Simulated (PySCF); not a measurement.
B(Me)(OMe)(SH) (C₂H₇BOS), SMILES COB(C)S. Heavy atoms are numbered as in [B:1]([CH3:2])([O:6][CH3:7])[SH:11]. Hydrogens are named by the atom that carries them.

Coordinates come from a B3LYP-D3(BJ)/def2-SVP optimisation. The structure was generated by enumeration, and PubChem lists no compound with its InChIKey, so it may never have been made. Other conformers were not sampled.

Calculation: PBE/pcSseg-1 (PySCF).

GIAO shieldings, no solvent; atoms alike by connectivity are averaged. δ = σ(ref) − σ: ¹¹B against BF3 (σ = 83.9 ppm); ¹³C against TMS (σ = 182.0 ppm); ¹H against TMS (σ = 31.49 ppm); ¹⁷O against H2O (σ = 334.3 ppm); ³³S against H2S (σ = 706.5 ppm), references at their B3LYP-D3(BJ)/def2-TZVP geometries, non-relativistic.

```json
[
 {"nucleus": "¹¹B", "atoms": "B1", "count": "1", "δ (ppm)": "35.5"},
 {"nucleus": "¹³C", "atoms": "C7 (CH3)", "count": "1", "δ (ppm)": "59.2"},
 {"nucleus": "¹³C", "atoms": "C2 (CH3)", "count": "1", "δ (ppm)": "10.4"},
 {"nucleus": "¹H", "atoms": "H on C7", "count": "3", "δ (ppm)": "4.13"},
 {"nucleus": "¹H", "atoms": "H on S11", "count": "1", "δ (ppm)": "2.12"},
 {"nucleus": "¹H", "atoms": "H on C2", "count": "3", "δ (ppm)": "0.87"},
 {"nucleus": "¹⁷O", "atoms": "O6", "count": "1", "δ (ppm)": "179.3"},
 {"nucleus": "³³S", "atoms": "S11 (SH)", "count": "1", "δ (ppm)": "143.2"}
]
```
